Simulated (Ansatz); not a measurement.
`S=C=CBBr` and `FCC=C=S` differ in one atom or group.

Ansatz, PBE0-D4/def2-TZVP geometries, multiplicity 1. Each molecule was computed in one conformer, which needn't be the lowest.

Scalar relativity is left out up to krypton.

```tsv
property	`S=C=CBBr`
HOMO energy (PBE/def2-TZVPP) / eV	-6.33
size of the dipole moment (B3LYP/def2-TZVPP) / D	2.00
zero-point energy (PBE0-D4/def2-TZVP) / kJ/mol	92.4
LUMO energy (PBE0/def2-TZVPP) / eV	-2.56
LUMO energy (B3LYP/def2-TZVPP) / eV	-2.74
HOMO energy (ωB97M-V/def2-TZVPP) / eV	-9.27
```

Task: Give the same properties after the change, and the shifts. (Estimate.)

Result: The calculation gave: 
```json
{"property": "HOMO energy (PBE/def2-TZVPP) / eV", "`FCC=C=S`": "-5.75", "shift": "0.58"}
{"property": "size of the dipole moment (B3LYP/def2-TZVPP) / D", "`FCC=C=S`": "1.55", "shift": "-0.45"}
{"property": "zero-point energy (PBE0-D4/def2-TZVP) / kJ/mol", "`FCC=C=S`": "137.2", "shift": "44.8"}
{"property": "LUMO energy (PBE0/def2-TZVPP) / eV", "`FCC=C=S`": "-2.41", "shift": "0.15"}
{"property": "LUMO energy (B3LYP/def2-TZVPP) / eV", "`FCC=C=S`": "-2.61", "shift": "0.13"}
{"property": "HOMO energy (ωB97M-V/def2-TZVPP) / eV", "`FCC=C=S`": "-8.84", "shift": "0.43"}
```

With PBE0 the HOMO rises by 0.52 eV and the LUMO rises by 0.15 eV, so the gap narrows by about 0.37 eV. PBE moves the HOMO by 0.58 eV and ωB97M-V by 0.43 eV. The zero-point energy changes by 44.8 kJ/mol with +3 modes. Dipoles are sizes alone; their direction can turn.

B3LYP here is the variant with VWN-RPA as its local correlation; programs differ in this.

Spin–orbit coupling is left out; it splits and shifts lone-pair levels of the heavy atoms by tenths of an eV.
